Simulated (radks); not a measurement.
Q: Valence configurations of Sb III (all share [Kr]). Calculated with a radial shooting solver on a logarithmic mesh with Libxc functionals: Dirac Kohn-Sham, PBEsol, spin-unpolarised, spherical densities, finite nucleus; open shells are shared between the two j in proportion to 2j + 1; Fermi nuclear charge, rms radius 4.6802 fm. Order these by energy: 4d10 5p3; 4d10 5s1 5p2; 4d10 5s0.5 5p2.5; 4d9 5s2 5p2; 4d10 5s2 5p1; 4d9.5 5s1 5p2.5; 4d9.5 5s1.5 5p2; 4d9.5 5s2 5p1.5; 4d10 5s1.5 5p1.5.

A: From the lowest, in eV above it: 4d10 5s2 5p1 0.000; 4d10 5s1.5 5p1.5 4.690; 4d10 5s1 5p2 9.412; 4d10 5s0.5 5p2.5 14.165; 4d9.5 5s2 5p1.5 16.414; 4d10 5p3 18.948; 4d9.5 5s1.5 5p2 21.272; 4d9.5 5s1 5p2.5 26.161; 4d9 5s2 5p2 34.001. NIST lists [Kr] 4d10 5s2 5p1 as the ground configuration; this level of theory agrees among the configurations tried. The energies are those of spherical spin-averaged densities, not of single terms.
